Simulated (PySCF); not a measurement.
PySCF input for 3-methylthiophene (C₅H₆S), SMILES c1sccc1C, PBE0-D3(BJ)/def2-SVP. Coordinates come from a PBE0-D3(BJ)/def2-SVP optimisation.

```python
import numpy as np
from pyscf import gto, scf, dft, df
from pyscf.hessian import thermo

mol = gto.M(
    atom='''
    C    -0.19751297   -2.46875972   -0.00000000
    C    -0.02521780   -0.98245499   -0.00000000
    C     1.24485485   -0.32295841   -0.00000000
    C     1.14216374    1.04149213   -0.00000000
    S    -0.49738447    1.55017674   -0.00000000
    C    -1.05556186   -0.07470999    0.00000000
    H    -1.25975717   -2.74931085    0.00000000
    H     0.27206884   -2.92444167   -0.88639615
    H     0.27206884   -2.92444167    0.88639615
    H     2.20023557   -0.85120495    0.00000001
    H     1.94569713    1.77683690    0.00000001
    H    -2.12451743   -0.28591970    0.00000000
    ''',
    basis='def2-SVP',
    charge=0,
    spin=0,
    max_memory=1600,
    verbose=3,
)
mf = dft.RKS(mol, xc='pbe0').density_fit(auxbasis='def2-universal-jkfit')
mf.disp = 'd3bj'
mf.grids.level = 3
mf.conv_tol = 1e-11
mf.max_cycle = 100
mf.kernel()

# [left out here: the lines that compute and print the analytic Hessian (its translational invariance restored by hand, since the grid's response is missing), thermochemistry and intensities]
```

Program output:

```
converged SCF energy = -591.699930404806

WARN: DFTD3 does not support analytical Hessian, using finite difference


WARN: Mole.unit (angstrom) is changed to Bohr

Mode                                 0                   1                   2
Irrep
Freq [cm^-1]                      106.5917            237.2809            323.3995
Reduced mass [au]                   1.0639              3.2476              2.6421
Force const [Dyne/A]                0.0071              0.1077              0.1628
Char temp [K]                     153.3617            341.3943            465.2999
Normal mode                   x     y     z       x     y     z       x     y     z
       0   C                -0.00 -0.00 -0.02    0.00 -0.00  0.11    0.14 -0.02 -0.00
       1   C                 0.00 -0.00  0.02   -0.00 -0.00 -0.12   -0.10  0.00  0.00
       2   C                 0.00  0.00  0.04   -0.00 -0.00 -0.08   -0.09 -0.05  0.00
       3   C                -0.00  0.00  0.02   -0.00 -0.00  0.04   -0.00 -0.05 -0.00
       4   S                -0.00  0.00 -0.02    0.00  0.00  0.05    0.03  0.03 -0.00
       5   C                 0.00 -0.00 -0.00   -0.00  0.00 -0.14   -0.07  0.05  0.00
       6   H                -0.00  0.00  0.51    0.00 -0.00  0.30    0.20 -0.27  0.00
       7   H                -0.47  0.08 -0.32   -0.10 -0.17  0.15    0.25  0.09  0.00
       8   H                 0.47 -0.08 -0.32    0.10  0.17  0.15    0.25  0.09 -0.00
       9   H                 0.00  0.00  0.08   -0.00 -0.00 -0.08   -0.12 -0.12  0.00
      10   H                -0.00  0.00  0.04    0.00 -0.00  0.13    0.04 -0.10 -0.00
      11   H                 0.00 -0.00 -0.02   -0.00  0.00 -0.13   -0.09  0.12  0.00
Mode                                 3                   4                   5
Irrep
Freq [cm^-1]                      471.5424            556.1773            615.0578
Reduced mass [au]                   4.4377              6.4782              2.6988
[...]
      11   H                -0.12  0.08 -0.00    0.11 -0.25  0.00    0.00 -0.00 -0.10
Mode                                15                  16                  17
Irrep
Freq [cm^-1]                     1088.0928           1179.3953           1248.4808
Reduced mass [au]                   1.1048              1.5046              1.5333
Force const [Dyne/A]                0.7707              1.2331              1.4081
Char temp [K]                    1565.5232           1696.8872           1796.2859
Normal mode                   x     y     z       x     y     z       x     y     z
       0   C                -0.01 -0.00  0.00   -0.01  0.06  0.00    0.04  0.03  0.00
       1   C                 0.00  0.00 -0.00    0.00 -0.11 -0.00   -0.10 -0.08 -0.00
       2   C                -0.03 -0.04  0.00    0.02 -0.02  0.00   -0.04 -0.04  0.00
       3   C                 0.01  0.05 -0.00    0.01  0.03  0.00    0.09 -0.03 -0.00
       4   S                 0.01  0.01 -0.00   -0.00  0.02 -0.00   -0.01  0.00 -0.00
       5   C                 0.05 -0.00  0.00    0.00 -0.11  0.00    0.02  0.03  0.00
       6   H                 0.00 -0.04 -0.00   -0.01  0.09  0.00   -0.01  0.21 -0.00
       7   H                 0.01  0.01  0.00    0.06  0.14 -0.00   -0.05  0.05 -0.05
       8   H                 0.01  0.01 -0.00    0.06  0.14  0.00   -0.05  0.05  0.05
       9   H                -0.32 -0.57 -0.00   -0.01 -0.09 -0.00    0.26  0.49 -0.00
      10   H                -0.39  0.49 -0.00   -0.10  0.16  0.00   -0.28  0.38 -0.00
      11   H                 0.10 -0.25 -0.00   -0.16  0.71 -0.00    0.07 -0.18 -0.00
Mode                                18                  19                  20
Irrep
Freq [cm^-1]                     1387.1519           1433.7183           1452.4109
Reduced mass [au]                   1.2855              2.1035              1.0409
Force const [Dyne/A]                1.4574              2.5475              1.2937
Char temp [K]                    1995.8028           2062.8014           2089.6959
Normal mode                   x     y     z       x     y     z       x     y     z
       0   C                 0.00 -0.12  0.00   -0.06 -0.06 -0.00   -0.00 -0.00  0.05
       1   C                -0.03 -0.01 -0.00    0.14  0.06 -0.00    0.00  0.00  0.02
       2   C                 0.04  0.00  0.00   -0.10 -0.02  0.00   -0.00  0.00 -0.00
       3   C                -0.03  0.03  0.00    0.05 -0.05  0.00    0.00 -0.00  0.00
       4   S                 0.00 -0.00 -0.00   -0.00  0.00  0.00   -0.00  0.00  0.00
       5   C                -0.00  0.03  0.00   -0.05  0.01  0.00   -0.00 -0.00 -0.00
       6   H                -0.14  0.43 -0.00   -0.13  0.25  0.00    0.00 -0.00 -0.69
       7   H                 0.06  0.44 -0.24    0.34  0.03  0.16   -0.40 -0.27 -0.04
       8   H                 0.06  0.44  0.24    0.34  0.03 -0.16    0.40  0.27 -0.04
       9   H                -0.01 -0.12  0.00   -0.02  0.16 -0.00   -0.00  0.00  0.01
      10   H                 0.10 -0.10  0.00   -0.12  0.13 -0.00   -0.00  0.00  0.00
      11   H                 0.02 -0.10 -0.00   -0.06  0.07  0.00   -0.00  0.00 -0.01
Mode                                21                  22                  23
Irrep
Freq [cm^-1]                     1465.1476           1500.4551           1629.0065
Reduced mass [au]                   1.6119              4.2126              6.2954
Force const [Dyne/A]                2.0387              5.5878              9.8428
Char temp [K]                    2108.0211           2158.8209           2343.7776
Normal mode                   x     y     z       x     y     z       x     y     z
       0   C                 0.02 -0.04 -0.00   -0.01 -0.02  0.00   -0.01  0.04  0.00
       1   C                 0.06  0.10 -0.00   -0.12  0.05  0.00    0.08 -0.16 -0.00
       2   C                -0.06  0.04  0.00    0.05  0.16 -0.00    0.01  0.13  0.00
       3   C                 0.04 -0.09 -0.00    0.00 -0.13  0.00    0.02 -0.09  0.00
       4   S                -0.00  0.00 -0.00   -0.00 -0.00  0.00   -0.00 -0.00 -0.00
       5   C                 0.02 -0.05  0.00    0.07 -0.05 -0.00   -0.08  0.10 -0.00
       6   H                 0.08 -0.31  0.00   -0.06  0.20 -0.00    0.03 -0.09 -0.00
       7   H                -0.30  0.19 -0.28    0.14 -0.09  0.11   -0.04  0.06 -0.03
       8   H                -0.30  0.19  0.28    0.14 -0.09 -0.11   -0.04  0.06  0.03
       9   H                -0.05  0.11 -0.00   -0.11 -0.10  0.00   -0.14 -0.13  0.00
      10   H                -0.15  0.09 -0.00   -0.13 -0.02  0.00   -0.07 -0.02 -0.00
      11   H                -0.02  0.16  0.00    0.06  0.07  0.00   -0.06 -0.12 -0.00
Mode                                24                  25                  26
Irrep
Freq [cm^-1]                     3053.9654           3134.3238           3167.3070
Reduced mass [au]                   1.0387              1.1029              1.1035
Force const [Dyne/A]                5.7075              6.3837              6.5221
Char temp [K]                    4393.9763           4509.5942           4557.0496
Normal mode                   x     y     z       x     y     z       x     y     z
       0   C                -0.01  0.05  0.00   -0.00 -0.00  0.09    0.09 -0.00  0.00
       1   C                -0.00 -0.00 -0.00   -0.00  0.00  0.00    0.00 -0.00  0.00
       2   C                -0.00 -0.00 -0.00    0.00  0.00 -0.00   -0.00  0.00 -0.00
       3   C                -0.00  0.00 -0.00    0.00  0.00 -0.00    0.00 -0.00  0.00
       4   S                 0.00  0.00 -0.00   -0.00  0.00  0.00   -0.00  0.00  0.00
       5   C                -0.00 -0.00  0.00    0.00  0.00  0.00   -0.00  0.00 -0.00
       6   H                -0.44 -0.11  0.00    0.00  0.00  0.01   -0.82 -0.21  0.00
       7   H                 0.26 -0.24 -0.50    0.29 -0.28 -0.54   -0.12  0.12  0.25
       8   H                 0.26 -0.24  0.50   -0.29  0.28 -0.54   -0.12  0.12 -0.25
       9   H                -0.00  0.00  0.00    0.00 -0.00  0.00    0.00 -0.00  0.00
      10   H                 0.00  0.00 -0.00   -0.00 -0.00  0.00   -0.00 -0.00  0.00
      11   H                 0.00  0.00  0.00   -0.00 -0.00  0.00    0.00  0.00 -0.00
Mode                                27                  28                  29
Irrep
Freq [cm^-1]                     3229.0437           3267.2809           3276.2733
Reduced mass [au]                   1.0928              1.0954              1.0996
Force const [Dyne/A]                6.7131              6.8897              6.9539
Char temp [K]                    4645.8749           4700.8898           4713.8279
Normal mode                   x     y     z       x     y     z       x     y     z
       0   C                -0.00  0.00 -0.00   -0.00 -0.00  0.00   -0.00 -0.00  0.00
       1   C                 0.00  0.00 -0.00    0.00 -0.00 -0.00    0.00  0.00 -0.00
       2   C                -0.07  0.04 -0.00   -0.00  0.00 -0.00   -0.02  0.01 -0.00
       3   C                 0.01  0.01  0.00   -0.00 -0.00 -0.00   -0.06 -0.06 -0.00
       4   S                 0.00 -0.00 -0.00    0.00  0.00  0.00    0.00 -0.00  0.00
       5   C                -0.00 -0.00  0.00   -0.08 -0.01 -0.00    0.01  0.00 -0.00
       6   H                 0.00 -0.00  0.00    0.00  0.00 -0.00   -0.00 -0.00 -0.00
       7   H                 0.00 -0.00 -0.00   -0.00  0.00  0.00   -0.00 -0.00  0.00
       8   H                 0.00 -0.00  0.00   -0.00  0.00 -0.00   -0.00 -0.00 -0.00
       9   H                 0.82 -0.45  0.00    0.01 -0.01  0.00    0.16 -0.09  0.00
      10   H                -0.14 -0.13 -0.00    0.06  0.05  0.00    0.68  0.63  0.00
      11   H                 0.00  0.00  0.00    0.93  0.18  0.00   -0.08 -0.01 -0.00
temperature 298.1500 [K]
pressure 101325.00 [Pa]
Rotational constants [GHz] 6.96924 2.45211 1.83476
Symmetry number 1
Zero-point energy (ZPE) 0.09486 [Eh]   249066.959 [J/mol]
                           tot       elec      trans        rot        vib
Entropy [J/mol/K]       319.429      0.000    165.949    111.839     41.641
Cv [J/mol/K]             87.957      0.000     12.472     12.472     63.014
Cp [J/mol/K]             96.272      0.000     20.786     12.472     63.014
Internal energy [J/mol]                      3718.434   3718.434 256669.228
Internal energy [Eh]   -591.59934  -591.69993
Enthalpy [J/mol]                             6197.391   3718.434 256669.228
Enthalpy [Eh]          -591.59839
Gibbs free energy [J/mol]                  -43280.256 -29626.363 244253.916
Gibbs free energy [Eh] -591.63467
static polarisability / bohr^3: [[69.997 -1.356  0.   ]
 [-1.361 82.9    0.   ]
 [-0.     0.    36.472]]
largest difference of analytic and finite-field dipole derivatives / e: 0.0005045685736527195
mode   freq/cm-1   IR/(km/mol)   Raman/(A^4/amu)   depolarisation
   1      106.59         0.268             0.226            0.750
   2      237.28         3.556             1.739            0.750
   3      323.40         0.934             0.542            0.746
   4      471.54         0.007             1.268            0.750
   5      556.18         0.310             9.777            0.328
   6      615.06        12.327             0.160            0.750
   7      677.76         0.520             5.592            0.740
   8      696.78         5.827             1.347            0.750
   9      781.52        66.111             0.468            0.750
  10      861.96         8.041             8.005            0.137
  11      891.03        14.377             5.954            0.182
  12      907.80         0.034             0.367            0.750
  13      956.41         2.292             5.675            0.111
  14      999.62        10.083             2.997            0.250
  15     1045.77         4.246             0.083            0.750
  16     1088.09         4.920             6.556            0.745
  17     1179.40         2.190             5.389            0.450
  18     1248.48         2.326             0.204            0.642
  19     1387.15         0.092            12.655            0.531
  20     1433.72         8.486             3.717            0.745
  21     1452.41         8.203            16.062            0.750
  22     1465.15         3.061            21.400            0.403
  23     1500.46         9.327            39.003            0.371
  24     1629.01         4.651             2.736            0.243
  25     3053.97        25.175           194.090            0.035
  26     3134.32         9.349            97.022            0.750
  27     3167.31         8.198            70.219            0.750
  28     3229.04         2.266            91.345            0.404
  29     3267.28         0.981            74.812            0.312
  30     3276.27         0.888           140.686            0.219
max |gradient| / (hartree/bohr): 3.3506173262803614e-05
APT charges: [ 0.0517  0.0111 -0.132  -0.0409 -0.0464 -0.0654  0.0041 -0.0089 -0.0089
  0.0617  0.0894  0.0842]
```

The calculation finished and met its thresholds.

Cost: around 7 core-minutes (rough).
